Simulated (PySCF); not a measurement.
Computed properties of B(NCO)2(OH) (C₂HBN₂O₃), SMILES O=C=NB(O)N=C=O

B(NCO)2(OH) (C₂HBN₂O₃), SMILES O=C=NB(N=C=O)O. Geometry optimised at r2SCAN-D4/def2-SVP. The values are those of a single conformer. All values are computed for the isolated molecule unless a solvent is named; none is compared with measurement here.

**Structure.** The optimised structure has Cs symmetry. All 21 harmonic modes at r2SCAN-D4/def2-SVP (PySCF) are real, so it is a minimum. With heavy atoms numbered as in [B:1]([N:2]=[C:3]=[O:4])([N:5]=[C:6]=[O:7])[OH:8], the shortest bond between them is C3–O4 at 1.169 Å and the longest B1–N2 at 1.439 Å.

**Vibrations.** The strongest infrared lines (harmonic, unscaled, degenerate partners summed) lie at 2418 cm⁻¹ (2144 km/mol, C 70 %, N 17 %, O 13 %), 2463 cm⁻¹ (593 km/mol, C 69 %, N 18 %, O 12 %), 1176 cm⁻¹ (437 km/mol, B 39 %, H 30 %, O 23 %). The softest mode is at 37 cm⁻¹ and the zero-point energy is 29.7 kcal/mol.

**Electronic structure.** PBE0/def2-TZVP (PySCF) places the frontier levels at -9.02 and -1.09 eV, a gap of 7.93 eV, and gives a dipole moment of 2.30 D and a mean polarisability of 57.7 bohr³. PBE/def2-TZVP (PySCF) at the same geometry gives -7.56 and -2.01 eV, so its gap is 2.38 eV narrower. An orbital gap is neither the optical nor the fundamental gap.

**Excitations.** TDA-PBE0/def2-SVPD (PySCF) has S1 at 6.19 eV (200 nm, f = 0.000, dark); the most intense of the 10 singlets computed lies at 6.82 eV (f = 0.21). T1 (TDA) is at 5.85 eV, 0.34 eV under S1. TDA-PBE/def2-SVPD (PySCF) puts S1 at 5.55 eV. No vertical singlet excitation falls in the visible range (under 3.1 eV).

**NMR.** GIAO shifts at PBE0/pcSseg-1 (PySCF) (non-relativistic, atoms alike by connectivity averaged): ¹³C at 130.4 ppm against TMS; ¹H at 4.7 ppm against TMS; ¹¹B at 1.8 ppm against BF3.
